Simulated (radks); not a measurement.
Values are calculated unless marked as measured or tabulated.
How relativity changes the ionisation of the bismuth ion Bi3+ ([Hg]) to Bi4+ ([Xe] 4f14 5d10 6s1). Spin-unpolarised spherical Kohn-Sham, BLYP, point nucleus unless stated (finite: rms radius 5.5211 fm), a radial shooting solver on a logarithmic mesh with Libxc functionals. A level marked "c x" has the speed of light scaled by that factor.

level,E(Bi3+) (hartree),E(Bi4+) (hartree),IE (eV),HOMO,<r> HOMO (bohr)
non-rel.,-20098.4445,-20096.9573,40.468,6s,2.237
scalar-rel.,-21530.1508,-21528.4795,45.479,6s,2.020
"scalar-rel., finite nucleus",-21523.6440,-21521.9734,45.459,6s,2.021
Dirac,-21580.8424,-21579.1716,45.463,6s1/2,2.022
"Dirac, finite nucleus",-21574.2473,-21572.5773,45.442,6s1/2,2.023
"Dirac, c x 0.85",-22366.3925,-22364.6143,48.385,6s1/2,1.920
"Dirac, c x 1.25",-20974.3684,-20972.7758,43.337,6s1/2,2.106
"Dirac, c x 3",-20236.0100,-20234.5068,40.903,6s1/2,2.215

NIST Atomic Spectra Database: 45.4 eV (measured). The relativistic part of the total energy of Bi3+ is -1476 hartree (Dirac, finite nucleus), 7.3 % of the non-relativistic value. Spin polarisation and multiplet splitting of open shells are left out at every level.

Beside tabulated values, note that relativity, absent from the non-relativistic runs, is large for the heavy elements, and spin-unpolarised runs miss the spin-polarisation part of the exchange energy of open shells, and scalar-relativistic runs lack spin-orbit coupling.
